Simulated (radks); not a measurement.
Results of a calculation; reference values are marked as such.
Q: The hydrogen anion H-, [He], held by a Watson sphere: a shell of charge +1.48 at radius R that stands for the Madelung well of a crystal (potential energy -1.48/R inside, -1.48/r outside, in hartree with lengths in bohr). Level of theory: non-relativistic Kohn-Sham, LDA (Slater exchange, Perdew-Wang correlation), spin-polarised, spherical densities, point nucleus (a radial shooting solver on a logarithmic mesh with Libxc functionals). Response by self-consistent Sternheimer equations with the Hartree and adiabatic LDA kernel. The sphere does not respond.

| R (bohr) | e(1s) (eV) | <r> 1s (bohr) | sum of <r^2> (bohr^2) | X-ray form factor at sin(theta)/lambda = 0.1 1/angstrom | alpha (bohr^3) |
|---|---|---|---|---|---|
| 1.58 | -14.039 | 1.531 | 6.053 | 1.614 | 7.138 |
| 2.13 | -11.518 | 1.746 | 7.934 | 1.515 | 12.13 |
| 2.47 | -10.349 | 1.860 | 9.067 | 1.460 | 15.91 |
| 3.32 | -8.195 | 2.092 | 11.72 | 1.348 | 27.56 |

Estimate the row for R = 2.62 bohr.

A: e(1s) (eV) -9.900; <r> 1s (bohr) 1.906; sum of <r^2> (bohr^2) 9.556; X-ray form factor at sin(theta)/lambda = 0.1 1/angstrom 1.438; alpha (bohr^3) 17.74.
